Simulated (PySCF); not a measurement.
SMILES CSCSC, singlet (GFN2-xTB optimised geometry):

```
13

C      1.390    -0.610     0.000
S     -0.422    -0.610     0.000
C     -0.687     1.188     0.000
S     -0.160     2.010    -1.532
C     -1.395     1.302    -2.652
H      1.710    -1.633    -0.165
H      1.736     0.031    -0.807
H      1.753    -0.252     0.960
H     -0.117     1.633     0.812
H     -1.753     1.351     0.144
H     -1.387     0.221    -2.535
H     -1.107     1.576    -3.661
H     -2.375     1.709    -2.415
```

Computed with PBE/def2-TZVP (PySCF).

**Question.** What are the frontier orbital energies and the dipole moment?

**Answer.** HOMO-2 -7.39 eV, HOMO-1 -5.38 eV, HOMO -5.15 eV, LUMO -0.49 eV, LUMO+1 0.22 eV; dipole moment 0.01 D.

Meta-Löwdin charges at PBE/def2-TZVP: C1 -0.42, S2 0.05, C3 -0.35, S4 0.05, C5 -0.42, H6 0.14, H7 0.14, H8 0.13, H9 0.14, H10 0.14, H11 0.14, H12 0.14, H13 0.13.
